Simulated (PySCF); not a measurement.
# How the method changes the shape and vibrations of AlBFH2

These are calculations, not measurements. They come from PySCF 2.14.0, an open-source quantum chemistry program, on an isolated molecule that a program drew, which may never have been made. The molecule is AlBFH2 (charge 0, doublet), drawn as the SMILES string `F[B][AlH2]`.

The geometry was optimised and harmonic frequencies were computed with HF and MP2, all in the cc-pV(D+d)Z basis, for the commonest isotopes, with a restricted reference for singlets and an unrestricted one otherwise, and a frozen core in MP2. Each result is a local minimum of its method.

Geometry at the HF minimum:
```xyz
5
AlBFH2, angstrom
F    -2.9398   -0.9918    1.9150
B    -1.8131   -1.5026    1.5519
Al   -0.0354   -2.3079    0.9794
H     0.4999   -1.9173   -0.4493
H     0.6797   -3.2653    2.0051
```

Lengths of the bonds as drawn, in Å (atoms numbered as above):
```
  bond     HF    MP2
 F1-B2  1.289  1.300
B2-Al3  2.034  2.040
Al3-H4  1.575  1.574
Al3-H5  1.575  1.574
```

Rotational constants, in GHz:
```
constant     HF    MP2
       A  127.4  125.4
       B  3.701  3.673
       C  3.596  3.568
```

Harmonic frequencies in cm^-1, each column in rising order, so a row needn't be the same motion in every method:
```
rank,HF,MP2
1,142,192
2,257,238
3,488,470
4,522,476
5,539,514
6,788,742
7,1456,?
8,2007,1983
9,2010,1998
```

**Estimate the missing MP2 frequency from the HF column.**

A single factor s that minimises the squared misfit of MP2 against s times HF over the other rows is sum(HF x MP2) / sum(HF^2) = 0.9841, with an rms misfit of 28 cm^-1. For rank 7 it gives 0.9841 x 1456 = 1433 cm^-1. The calculation gives 1427 cm^-1, 6 cm^-1 below the estimate. The drawn bonds are on average 0.3 % longer in MP2 than in HF.
